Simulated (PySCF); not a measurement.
## Radial density of Si (silicon, neutral)

UHF, [Ne] 3s2 3p2, high-spin 3P determinant. Computed with PySCF 2.14 in def2-TZVP, with the non-relativistic Hamiltonian (point nucleus).

```
r (bohr)  4πr²ρ (e/bohr)  4πr²(ρα − ρβ)
 0.00214         0.09553         0.0000
 0.00360          0.2605         0.0000
 0.00606          0.6860         0.0000
  0.0102           1.732         0.0000
  0.0171           4.033         0.0000
  0.0288           8.255         0.0003
  0.0485           13.57         0.0022
  0.0815           15.73         0.0118
   0.137           11.68         0.0466
   0.231           10.15         0.1139
   0.388           14.35         0.1210
   0.653           9.116        -0.0015
    1.10           2.070         0.1792
    1.85           1.840         0.7516
    3.11          0.9575         0.5635
    5.22          0.1044         0.0845
    8.79       0.0005023         0.0005
```
